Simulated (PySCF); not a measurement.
Two species compared at the same levels of theory.

First species: C5H12O2Si.
SMILES: `CO[C@@H]([SiH3])OC1CC1`

Second species: C6H12FNSi.
Geometry (GFN2-xTB, Å), atoms numbered from 1 in this order:
```
atom  x, y, z in Å
C1    -1.9660   -0.7446   -0.9734
C2    -1.3574   -0.2506    0.3343
C3    -2.2464    0.8256    0.9554
C4     0.0537    0.3051    0.1162
Si5    1.3008   -0.9161   -0.6189
C6     3.0474   -0.0772   -0.4360
F7     3.3209    0.0608    0.9177
C8     3.0624    1.2007   -1.0845
N9     3.0108    2.2107   -1.6199
H10   -1.9694    0.0519   -1.7140
H11   -1.3993   -1.5828   -1.3715
H12   -2.9919   -1.0698   -0.8157
H13   -1.2970   -1.0954    1.0292
H14   -3.2458    0.4383    1.1402
H15   -1.8331    1.1691    1.9009
H16   -2.3279    1.6799    0.2864
H17    0.4364    0.6632    1.0770
H18   -0.0126    1.1855   -0.5308
H19    1.4093   -2.1654    0.1377
H20    1.1545   -1.1667   -2.0560
H21    3.8416   -0.7053   -0.8518
```

Levels: PBE0/pcSseg-1 for dipole moment, HOMO energy, LUMO energy and HOMO–LUMO gap; GFN2-xTB for rotational constant A and rotational constant C. Geometries: GFN2-xTB. All species are isolated and taken at one optimised geometry, non-relativistic unless stated; the electronic structure was computed with PySCF and density fitting.

Dipoles, sizes and rotational constants follow the conformer. The torsions of the flexible species, by atom-mapped SMILES:
- `[CH3:1][O:2][C@@H:3]([SiH3:4])[O:5][CH:6]1[CH2:7][CH2:8]1`: C1–O2–C3–Si4 162°, O2–C3–O5–C6 80°, C3–O5–C6–C7 -178°
- `[CH3:1][CH:2]([CH3:3])[CH2:4][SiH2:5][C@H:6]([F:7])[C:8]#[N:9]`: C1–C2–C4–Si5 -59°, C2–C4–Si5–C6 -168°, C4–Si5–C6–F7 64°

```json
{"property": "dipole moment", "column X": "3.61 D", "column Y": "2.31 D"}
{"property": "HOMO energy", "column X": "-8.61 eV", "column Y": "-7.15 eV"}
{"property": "LUMO energy", "column X": "-0.38 eV", "column Y": "1.03 eV"}
{"property": "HOMO–LUMO gap", "column X": "8.23 eV", "column Y": "8.18 eV"}
{"property": "rotational constant A", "column X": "2.167 GHz", "column Y": "2.483 GHz"}
{"property": "rotational constant C", "column X": "0.626 GHz", "column Y": "0.819 GHz"}
```

(1) Which column belongs to which species?

(2) How does each property change from the first species to the second?

Results:

(1) Column X is the second species and column Y the first. The first has 20 atoms and 72 electrons, the second 21 and 78.

(2) dipole moment +1.30 D; HOMO energy -1.46 eV; LUMO energy -1.41 eV; HOMO–LUMO gap +0.05 eV; rotational constant A -0.316 GHz; rotational constant C -0.193 GHz.

On the first: A dipole of 2.31 D is allowed in C1, and pure rotational transitions are dipole-allowed. The dipole equals about 7.7 × 10⁻³⁰ C·m (1 D = 3.33564 × 10⁻³⁰ C·m).

On the second: The dipole equals about 12.1 × 10⁻³⁰ C·m (1 D = 3.33564 × 10⁻³⁰ C·m).
